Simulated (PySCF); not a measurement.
Species: SiCl3(SiMe3), C₃H₉Cl₃Si₂.
Structure used (PBE0-D3(BJ)/def2-SVP), in Å, numbered top down from 1:
```
atom  x, y, z in Å
Si1    0.9856    1.7165    0.6581
Cl2    0.9934    1.8684    2.7215
Cl3    2.9546    1.7187    0.0193
Cl4    0.0890    3.4211   -0.0999
Si5   -0.1187   -0.2040   -0.0670
C6     0.8248   -1.6729    0.6242
C7    -1.8689   -0.1068    0.6057
C8    -0.0715   -0.1479   -1.9436
H9     0.3555   -2.6194    0.3112
H10    0.8415   -1.6453    1.7246
H11    1.8661   -1.6703    0.2669
H12   -1.8612   -0.0626    1.7057
H13   -2.3809    0.7932    0.2318
H14   -2.4570   -0.9875    0.3010
H15   -0.5936    0.7463   -2.3175
H16    0.9680   -0.1109   -2.3040
H17   -0.5555   -1.0373   -2.3778
```

The closed-shell ground state was solved at several levels (PySCF, density fitting, gas phase, non-relativistic).

```tsv
level	basis functions	total energy (Eh)	HOMO (eV)	LUMO (eV)	gap (eV)	dipole (D)
B3LYP/def2-SVPD	261	-2078.9302	-7.81	-0.53	7.28	3.30
PBE0/pcSseg-1	216	-2078.5878	-8.09	-0.18	7.91	3.50
```

Q: Estimate the row for KT2/pcSseg-1, a basis of 216 functions; the other rows only guide the guess.

A: Total energy -2096.7861 Eh, HOMO -6.99 eV, LUMO -1.15 eV, gap 5.84 eV, dipole 3.39 D.

Q: Over all these levels, which gives the widest orbital gap and which the narrowest?

A: PBE0/pcSseg-1 (global hybrid, 25 % exact exchange) has the widest, 7.91 eV, and KT2/pcSseg-1 (GGA) the narrowest, 5.84 eV. The two share the basis. From the narrowest to the widest the HOMO moves by -1.10 eV and the LUMO by +0.97 eV.

Q: How far do the dipole and the HOMO energy spread over the levels?

A: The dipole runs from 3.30 to 3.50 D (mean 3.40 D) and the HOMO from -8.09 to -6.99 eV.
